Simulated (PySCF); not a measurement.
A side-by-side comparison of computed properties.

First species: Meta-tolunitrile, C₈H₇N.
Cartesian coordinates in Å at the PBE0-D3(BJ)/def2-SVP level; atoms count from 1:
```
atom  x, y, z in Å
C1    -2.5486   -0.7054   -0.1234
C2    -1.1591   -0.1407   -0.0808
C3    -0.9390    1.2323   -0.2564
C4     0.3474    1.7656   -0.2459
C5     1.4492    0.9385   -0.0570
C6     1.2466   -0.4363    0.1234
C7     2.3694   -1.3031    0.3247
N8     3.2793   -2.0032    0.4870
C9    -0.0513   -0.9678    0.1117
H10   -2.5996   -1.6928    0.3562
H11   -3.2668   -0.0417    0.3801
H12   -2.8906   -0.8252   -1.1647
H13   -1.7958    1.8960   -0.4025
H14    0.4933    2.8393   -0.3834
H15    2.4619    1.3445   -0.0442
H16   -0.1885   -2.0417    0.2573
```

Second species: C2H3BO2.
Bonds: C1–C2 (triple), C2–B3, B3–O4, B3–O5. Hydrogens: H6 on C1; H7 on O4; H8 on O5.

Levels: B3LYP/def2-SVPD for dipole moment, HOMO energy, LUMO energy, HOMO–LUMO gap, static isotropic polarisability and electronic spatial extent ⟨r²⟩ about the centre of nuclear charge; TDDFT B3LYP/def2-SVPD for lowest singlet excitation; TDA B3LYP/def2-SVPD for lowest triplet excitation (Tamm–Dancoff); ΔSCF B3LYP/def2-SVPD for vertical ionisation energy; PBE0-D3(BJ)/def2-SVP for rotational constant A and rotational constant C. Geometries: PBE0-D3(BJ)/def2-SVP. Each species is one conformer at its optimised geometry, gas phase, non-relativistic unless stated; the electronic structure was computed with PySCF and density fitting.

The conformers computed, where there is a choice (atom-mapped SMILES and torsion angles):
- `[CH:1]#[C:2][B:3]([OH:4])[OH:5]`: H–O4–B3–C2 1°, H–O5–B3–C2 180°

(1) Which has the higher LUMO energy?

(2) Which of the two has the higher HOMO energy, and by how much?

(3) Which has the higher HOMO–LUMO gap?

(4) Which has the higher static isotropic polarisability?

(5) Which of the two has the higher rotational constant A, and by how much?

(6) Which has the higher ⟨r²⟩?

(7) Which of the two has the higher S1 energy, and by how much?

(8) Which of the two has the higher dipole moment, and by how much?

Answers

(1) The second: -0.85 eV against -1.78 eV, a difference of 0.93 eV.

(2) The first: -7.42 eV against -8.09 eV, a difference of 0.67 eV.

(3) The second: 7.24 eV against 5.64 eV, a difference of 1.60 eV.

(4) The first: 99.3 au against 44.9 au, a difference of 54.4 au.

(5) The second: 10.353 GHz against 3.308 GHz, a difference of 7.045 GHz.

(6) The first: 1265 bohr² against 430 bohr², a difference of 835 bohr².

(7) The second: 5.60 eV against 4.94 eV, a difference of 0.66 eV.

(8) The first: 5.03 D against 1.47 D, a difference of 3.56 D.

On the first: The dipole matches unit charges of opposite sign 1.05 Å apart (1 e·Å = 4.8032 D). The vertical singlet–triplet gap S1 − T1 is 1.23 eV (TDDFT singlet less Tamm–Dancoff triplet; S1: HOMO−1→LUMO, weight 0.38, beside HOMO→LUMO, weight 0.32; T1: HOMO→LUMO, weight 0.71).

On the second: In wavenumbers S1 is 45200 cm⁻¹ (1 eV = 8065.54 cm⁻¹). The polarisability is 6.65 Å³ as a volume (1 au = 0.148185 Å³), or 1.25 au for each of the 36 electrons.
